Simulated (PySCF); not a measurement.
PySCF job for C3H6AlCl, SMILES C=C[CH2][AlH][Cl], B3LYP-D3(BJ)/def2-SVP. The structure is a stationary point at B3LYP-D3(BJ)/def2-SVP. The structure was generated by enumeration; whether it is a known compound was not checked. One conformer was computed; it need not be the lowest.

```python
import numpy as np
from pyscf import gto, scf, dft, df
from pyscf.hessian import thermo

mol = gto.M(
    atom='''
    Al    0.69697379    0.01033686    0.43534260
    C    -0.21760824   -1.71957135    0.16994868
    C    -0.58571901   -1.12837134   -1.14339900
    C     0.27930070   -0.85668341   -2.15319531
    H    -1.07192077   -1.99482732    0.79724615
    H     0.52199516   -2.53104044    0.10498744
    H    -1.60091947   -0.71916821   -1.22642148
    H     1.30596737   -1.23781944   -2.15268414
    H    -0.04257390   -0.30033873   -3.03613820
    Cl   -0.42745265    1.68910778    1.08457534
    H     2.23764682    0.16173928    0.17564931
    ''',
    basis='def2-SVP',
    charge=0,
    spin=0,
    max_memory=1600,
    verbose=3,
)
mf = dft.RKS(mol, xc='b3lyp').density_fit(auxbasis='def2-universal-jkfit')
mf.disp = 'd3bj'
mf.grids.level = 3
mf.conv_tol = 1e-11
mf.max_cycle = 100
mf.kernel()

# [left out here: the lines that compute and print the analytic Hessian (its translational invariance restored by hand, since the grid's response is missing), thermochemistry and intensities]
```

Program output:

```
converged SCF energy = -820.352009567271

WARN: DFTD3 does not support analytical Hessian, using finite difference


WARN: Mole.unit (angstrom) is changed to Bohr

Mode                                 0                   1                   2
Irrep
Freq [cm^-1]                       68.9036            130.2375            154.2652
Reduced mass [au]                   4.5519              6.6465              3.9624
Force const [Dyne/A]                0.0127              0.0664              0.0556
Char temp [K]                      99.1370            187.3827            221.9532
Normal mode                   x     y     z       x     y     z       x     y     z
       0  Al                -0.00  0.04  0.02   -0.06  0.02 -0.12    0.07  0.02 -0.06
       1   C                -0.00  0.06 -0.03   -0.03 -0.03  0.02   -0.07  0.08  0.05
       2   C                 0.01 -0.02 -0.08    0.02 -0.07 -0.00   -0.01  0.09  0.04
       3   C                 0.00 -0.16 -0.11    0.08  0.00  0.07    0.03 -0.04  0.03
       4   H                -0.02  0.09 -0.03   -0.05 -0.00  0.01   -0.09  0.24  0.08
       5   H                -0.02  0.04  0.02   -0.01 -0.01  0.09   -0.18 -0.02  0.06
       6   H                 0.02 -0.02 -0.11    0.00 -0.12 -0.07    0.04  0.22  0.03
       7   H                -0.00 -0.17 -0.07    0.10  0.05  0.13   -0.02 -0.16  0.05
       8   H                 0.01 -0.25 -0.17    0.12 -0.01  0.05    0.10 -0.02  0.02
       9  Cl                -0.00  0.02  0.07    0.02  0.02  0.06   -0.03 -0.07 -0.00
      10   H                -0.02  0.08 -0.05   -0.07 -0.00 -0.16    0.06  0.03 -0.08
Mode                                 3                   4                   5
Irrep
Freq [cm^-1]                      277.4273            426.2093            464.9378
Reduced mass [au]                   1.8123              1.9356              1.1118
Force const [Dyne/A]                0.0822              0.2072              0.1416
Char temp [K]                     399.1561            613.2203            668.9420
Normal mode                   x     y     z       x     y     z       x     y     z
       0  Al                 0.05  0.01  0.02   -0.03 -0.01 -0.00    0.01  0.02 -0.05
       1   C                -0.04  0.08  0.02   -0.03  0.01  0.09   -0.00  0.01 -0.00
       2   C                -0.06 -0.10 -0.07    0.13 -0.03  0.02   -0.01 -0.03  0.00
       3   C                -0.01  0.06  0.02   -0.02  0.05 -0.10   -0.02 -0.01 -0.01
       4   H                -0.06  0.17  0.04   -0.17  0.24  0.00    0.02 -0.04  0.00
       5   H                -0.11  0.00  0.11   -0.12 -0.09  0.33    0.09  0.09  0.03
       6   H                -0.16 -0.39 -0.23    0.14  0.01  0.06   -0.01 -0.02  0.01
       7   H                 0.11  0.38  0.18    0.01  0.13 -0.36   -0.03 -0.06 -0.06
       8   H                -0.07 -0.13 -0.08   -0.26  0.10  0.02   -0.04  0.00  0.00
       9  Cl                 0.00 -0.02 -0.01    0.01 -0.01 -0.00   -0.00 -0.00  0.01
      10   H                 0.05  0.05  0.02   -0.03 -0.08 -0.03    0.19 -0.28  0.87
Mode                                 6                   7                   8
Irrep
Freq [cm^-1]                      483.1959            598.0613            612.8207
Reduced mass [au]                   6.3265              1.4212              2.1755
Force const [Dyne/A]                0.8703              0.2995              0.4814
Char temp [K]                     695.2114            860.4771            881.7125
Normal mode                   x     y     z       x     y     z       x     y     z
       0  Al                 0.10 -0.05 -0.02   -0.01  0.06  0.02    0.03  0.10  0.03
       1   C                -0.04 -0.09 -0.02   -0.01 -0.09 -0.03   -0.09 -0.04 -0.02
       2   C                 0.00 -0.05 -0.01   -0.01 -0.03 -0.00   -0.01 -0.08 -0.02
       3   C                -0.00  0.01 -0.00   -0.01 -0.00  0.01    0.00  0.00  0.00
       4   H                -0.08  0.07 -0.01   -0.06  0.16  0.02   -0.10 -0.29 -0.13
       5   H                -0.18 -0.22  0.00   -0.25 -0.31 -0.03    0.13  0.15  0.06
       6   H                 0.02  0.01  0.02    0.02  0.05  0.04    0.04  0.04  0.02
       7   H                -0.02 -0.03 -0.08   -0.03 -0.07 -0.03   -0.06 -0.16 -0.14
       8   H                -0.02  0.09  0.05    0.02  0.09  0.06    0.03  0.26  0.16
       9  Cl                -0.06  0.08  0.03    0.03 -0.02 -0.01    0.01 -0.03 -0.01
      10   H                 0.10 -0.03 -0.03   -0.03  0.64  0.26    0.03 -0.29 -0.22
Mode                                 9                  10                  11
Irrep
Freq [cm^-1]                      706.6210            748.7789            898.7371
Reduced mass [au]                   1.5338              1.3472              1.3499
Force const [Dyne/A]                0.4512              0.4450              0.6424
Char temp [K]                    1016.6702           1077.3262           1293.0826
[...]
       7   H                 0.14  0.26 -0.23   -0.00 -0.10 -0.30   -0.09 -0.13  0.10
       8   H                -0.38  0.06  0.32   -0.19 -0.01  0.09    0.01  0.08  0.10
       9  Cl                 0.00  0.00 -0.00    0.00  0.00  0.00   -0.00  0.00  0.00
      10   H                -0.01 -0.00 -0.01   -0.00 -0.06  0.01   -0.01  0.04  0.00
Mode                                15                  16                  17
Irrep
Freq [cm^-1]                     1043.2673           1190.0108           1306.8346
Reduced mass [au]                   1.1585              1.6112              1.2822
Force const [Dyne/A]                0.7429              1.3443              1.2902
Char temp [K]                    1501.0294           1712.1606           1880.2440
Normal mode                   x     y     z       x     y     z       x     y     z
       0  Al                -0.00  0.00  0.00   -0.00 -0.00  0.00   -0.00  0.00  0.00
       1   C                -0.01 -0.03 -0.00   -0.08  0.05 -0.02   -0.01  0.01  0.00
       2   C                 0.02  0.09  0.04    0.10 -0.08  0.07   -0.09  0.02 -0.00
       3   C                 0.01 -0.01 -0.01   -0.03  0.04 -0.05    0.10 -0.02 -0.03
       4   H                 0.06  0.08  0.14    0.13  0.01  0.24    0.01 -0.05 -0.00
       5   H                 0.02  0.01 -0.03   -0.12  0.06 -0.51   -0.06 -0.04 -0.00
       6   H                -0.24 -0.66 -0.35    0.06 -0.14  0.28   -0.25 -0.24  0.68
       7   H                -0.10 -0.29 -0.19   -0.07 -0.08  0.20    0.16  0.13 -0.35
       8   H                 0.05  0.23  0.12    0.24  0.03 -0.15    0.03 -0.02 -0.02
       9  Cl                 0.00 -0.00 -0.00    0.00  0.00 -0.00    0.00 -0.00 -0.00
      10   H                -0.00 -0.00 -0.01   -0.01 -0.00 -0.01   -0.00  0.00 -0.00
Mode                                18                  19                  20
Irrep
Freq [cm^-1]                     1411.6858           1442.6743           1637.5971
Reduced mass [au]                   1.1315              1.2211              3.8329
Force const [Dyne/A]                1.3285              1.4974              6.0561
Char temp [K]                    2031.1015           2075.6871           2356.1376
Normal mode                   x     y     z       x     y     z       x     y     z
       0  Al                -0.00  0.00 -0.00    0.00  0.00  0.00   -0.00  0.00 -0.00
       1   C                -0.02  0.04 -0.03    0.00 -0.06  0.07   -0.02 -0.02  0.02
       2   C                 0.04  0.03 -0.06    0.00  0.02 -0.08    0.10  0.05 -0.16
       3   C                 0.01 -0.00 -0.01    0.03 -0.00 -0.01   -0.10 -0.03  0.13
       4   H                 0.28 -0.39  0.21   -0.24  0.36 -0.08    0.03 -0.01  0.10
       5   H                -0.24 -0.21  0.28    0.25  0.21 -0.35    0.01  0.02 -0.05
       6   H                -0.02 -0.09  0.18   -0.05 -0.06  0.20    0.03 -0.10  0.19
       7   H                -0.06 -0.16  0.38   -0.03 -0.15  0.33   -0.06  0.13 -0.24
       8   H                -0.41  0.04  0.19   -0.40  0.05  0.19    0.22 -0.09  0.01
       9  Cl                -0.00 -0.00  0.00    0.00 -0.00  0.00   -0.00 -0.00  0.00
      10   H                 0.00 -0.01  0.00    0.01 -0.00  0.00    0.02 -0.02  0.01
Mode                                21                  22                  23
Irrep
Freq [cm^-1]                     1986.0858           3083.1867           3135.0316
Reduced mass [au]                   1.0440              1.0612              1.0621
Force const [Dyne/A]                2.4263              5.9435              6.1502
Char temp [K]                    2857.5353           4436.0193           4510.6125
Normal mode                   x     y     z       x     y     z       x     y     z
       0  Al                 0.04  0.00 -0.01    0.00  0.00  0.00    0.00 -0.00  0.00
       1   C                 0.00 -0.00  0.00    0.02 -0.06  0.02   -0.01 -0.00  0.00
       2   C                 0.00  0.00 -0.00   -0.00  0.00 -0.00    0.04 -0.02  0.01
       3   C                -0.00 -0.00  0.00   -0.00 -0.00  0.00    0.04  0.00 -0.04
       4   H                 0.00  0.00  0.00    0.35  0.10 -0.26    0.07  0.02 -0.05
       5   H                 0.00 -0.00  0.00   -0.58  0.63  0.05   -0.00 -0.00 -0.00
       6   H                -0.00 -0.00  0.00    0.02 -0.01  0.00   -0.45  0.18 -0.04
       7   H                 0.00  0.00  0.00    0.02 -0.01 -0.00   -0.61  0.23 -0.01
       8   H                -0.00  0.00  0.00   -0.01  0.01 -0.01    0.16 -0.26  0.41
       9  Cl                 0.00  0.00 -0.00   -0.00  0.00  0.00   -0.00  0.00 -0.00
      10   H                -0.96 -0.10  0.16   -0.00  0.00  0.00   -0.00  0.00  0.00
Mode                                24                  25                  26
Irrep
Freq [cm^-1]                     3139.2742           3181.7501           3240.5369
Reduced mass [au]                   1.0888              1.1069              1.1165
Force const [Dyne/A]                6.3222              6.6020              6.9077
Char temp [K]                    4516.7166           4577.8300           4662.4112
Normal mode                   x     y     z       x     y     z       x     y     z
       0  Al                 0.00  0.00  0.00   -0.00  0.00  0.00   -0.00  0.00  0.00
       1   C                 0.01 -0.00 -0.00   -0.08  0.01  0.04   -0.00 -0.00  0.00
       2   C                -0.07  0.02 -0.00   -0.01  0.00 -0.00   -0.01  0.00  0.00
       3   C                 0.03 -0.00 -0.02    0.00 -0.00  0.00   -0.06  0.05 -0.05
       4   H                -0.09 -0.03  0.06    0.65  0.21 -0.48    0.00  0.00 -0.00
       5   H                -0.03  0.03  0.00    0.28 -0.32 -0.02    0.00 -0.00  0.00
       6   H                 0.74 -0.29  0.06    0.13 -0.05  0.01    0.08 -0.03  0.01
       7   H                -0.42  0.16 -0.00   -0.01  0.00 -0.00    0.50 -0.18 -0.01
       8   H                 0.07 -0.12  0.18   -0.01  0.01 -0.01    0.23 -0.39  0.63
       9  Cl                 0.00  0.00  0.00    0.00 -0.00 -0.00    0.00 -0.00 -0.00
      10   H                -0.00  0.00  0.00    0.00 -0.00 -0.00    0.00 -0.00 -0.00
temperature 298.1500 [K]
pressure 101325.00 [Pa]
Rotational constants [GHz] 5.94398 1.73074 1.63744
Symmetry number 1
Zero-point energy (ZPE) 0.07809 [Eh]   205016.098 [J/mol]
                           tot       elec      trans        rot        vib
Entropy [J/mol/K]       346.841      0.000    166.731    114.422     65.689
Cv [J/mol/K]             99.460      0.000     12.472     12.472     74.517
Cp [J/mol/K]            107.775      0.000     20.786     12.472     74.517
Internal energy [J/mol]                      3718.434   3718.434 215796.757
Internal energy [Eh]   -820.26698  -820.35201
Enthalpy [J/mol]                             6197.391   3718.434 215796.757
Enthalpy [Eh]          -820.26604
Gibbs free energy [J/mol]                  -43513.319 -30396.460 196211.687
Gibbs free energy [Eh] -820.30543
mode   freq/cm-1   IR/(km/mol)
   1       68.90         2.930
   2      130.24        12.653
   3      154.27         4.881
   4      277.43         3.260
   5      426.21         1.839
   6      464.94        54.335
   7      483.20        29.875
   8      598.06         7.251
   9      612.82       160.844
  10      706.62        49.016
  11      748.78       111.759
  12      898.74        47.038
  13      941.63        38.977
  14      971.60        58.976
  15      994.66        14.037
  16     1043.27        13.343
  17     1190.01        17.641
  18     1306.83         1.945
  19     1411.69         3.003
  20     1442.67         6.667
  21     1637.60        30.172
  22     1986.09       132.712
  23     3083.19         1.380
  24     3135.03         3.377
  25     3139.27         1.075
  26     3181.75         1.797
  27     3240.54         1.909
max |gradient| / (hartree/bohr): 4.068343135570562e-05
APT charges: [ 1.2497 -0.4387  0.0957 -0.2257  0.0409  0.0201  0.0405  0.0449  0.0555
 -0.5624 -0.3206]
```

The run converged.
